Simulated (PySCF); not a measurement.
5-ethenylidene-2H-furan (C6H6O), SMILES C(=C1OCC=C1)=C. Atoms are numbered in the order given.

```xyz
13

C      0.0196    -2.9695     0.0000
C      0.0234    -1.6543     0.0000
C     -0.0201    -0.3213     0.0000
C     -1.2028     0.5420     0.0000
C     -0.7903     1.8298     0.0000
C      0.7103     1.8529     0.0000
O      1.1120     0.4774     0.0000
H      0.0210    -3.5583    -0.9385
H      0.0210    -3.5583     0.9385
H     -2.2320     0.1635     0.0000
H     -1.4212     2.7286     0.0000
H      1.1374     2.3641     0.8968
H      1.1374     2.3641    -0.8968
```
Charge 0, spin multiplicity 1.

The structure is a stationary point at PBE-D3(BJ)/def2-SVP. The values are those of a single conformer.

Level of theory: HF/def2-TZVP (PySCF).

- total energy: -305.57508 hartree
- point group: Cs
- highest occupied level: -8.23 eV
- lowest empty level: 2.98 eV
- orbital gap: 11.20 eV
- dipole moment: 2.21 D
- quadrupole, principal values (traceless, Buckingham form, about the centre of nuclear charge): -5.29, -5.02, 10.31 D·Å
- mean static polarisability: 81.8 bohr³ (12.12 Å³)
- polarisability, principal values: 47.0, 56.1, 142.2 bohr³
